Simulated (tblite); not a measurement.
Species: C5H8F2SSi.
Z-matrix (Å and degrees, GFN2-xTB geometry), rows numbered from 1:
```
F 
C   1  1.3947
C   2  1.5220  1  107.38
S   3  1.8266  2  112.63  1   170.71
C   4  1.7807  3  100.44  2    91.23
C   5  1.3244  4  123.35  3   -73.94
C   6  1.4896  5  124.74  4    -1.25
Si  7  1.9027  6  113.07  5    72.31
F   8  1.6135  2  106.33  1   -74.02
H   2  1.0979  1  105.01  3   116.06
H   3  1.0915  2  109.87  1    53.33
H   3  1.0893  2  111.33  1   -67.55
H   5  1.0783  4  113.87  3   107.66
H   6  1.0821  5  118.48  4   177.93
H   7  1.0942  6  108.76  5   -47.04
H   7  1.0885  6  109.86  5  -164.62
H   8  1.4526  2  110.90  1    41.52
```

Computed values, GFN2-xTB/tblite, gas phase, harmonic and unscaled. This tight-binding method is rough: wavenumbers can miss measured ones by several per cent, in bad cases by 10 to 20. Modes of hydrogen on silicon can be 10 to 20 % off. One conformer, not necessarily the lowest.

Harmonic wavenumbers (cm⁻¹): 51.4, 111.8, 145.1, 157.4, 185.9, 196.5, 239.9, 280.1, 344.7, 385.9, 428.4, 535.7, 610.7, 636.2, 656.1, 694.7, 738.3, 756.3, 787.6, 806.5, 824.2, 876.6, 887.4, 987.1, 1031.8, 1065.1, 1091.9, 1118.1, 1198.7, 1219.2, 1224.7, 1257.3, 1276.6, 1286.3, 1439.7, 1445.2, 1661.7, 2355.8, 2898.9, 2945.5, 2981.3, 2994.4, 3012.0, 3050.4, 3081.1.

A = 1561, B = 1016, C = 687.8 MHz; mass 166.008 u (most abundant isotopes); point group C1, symmetry number 1.

Zero-point energy?

Half the sum of the wavenumbers: 25980 cm⁻¹ = 310.79 kJ/mol.

Give the ideal-gas entropy at 400 K and 1 bar in the rigid-rotor, harmonic-oscillator model (classical rotation).

Translation 178.72, rotation 129.47, vibration 162.96: S = 471.1 J/(mol K).

And Cp and H(400 K) − H(0)?

Cp = 205.59 J/(mol K), of which vibrations give 172.33 (their classical limit is 45 R = 374.2); H(400 K) − H(0) = 48.37 kJ/mol without the zero-point energy, 35.07 from vibrations.

Which modes carry the vibrational entropy at 400 K?

51.4 cm⁻¹: 22.36; 111.8 cm⁻¹: 15.94; 145.1 cm⁻¹: 13.81; 157.4 cm⁻¹: 13.15; 185.9 cm⁻¹: 11.81; 196.5 cm⁻¹: 11.37 J/(mol K); the other 39 give 74.50 together.

Blend soft modes into free rotors: weight 1/[1 + (100 cm⁻¹/ν̃)⁴] for the oscillator and the rest for a rotor with moment μB/(μ + B), μ = h/(8π²ν), B = 10⁻⁴⁴ kg m². What vibrational entropy results?

154.89 J/(mol K) in place of 162.96, which changes −T·S at 400 K by +3.23 kJ/mol.

What must be added to the electronic energy to get the Gibbs energy at 400 K and 1 bar?

ZPE + [H(400 K) − H(0)] − T·S = 310.79 + 48.37 − 188.46 = 170.70 kJ/mol.

Hindered rotation and anharmonicity are outside this model. Other conformers, if any are populated, would add a mixing term that is left out. The structure is chiral; the term R ln 2 for an equal mix with its mirror image is left out.
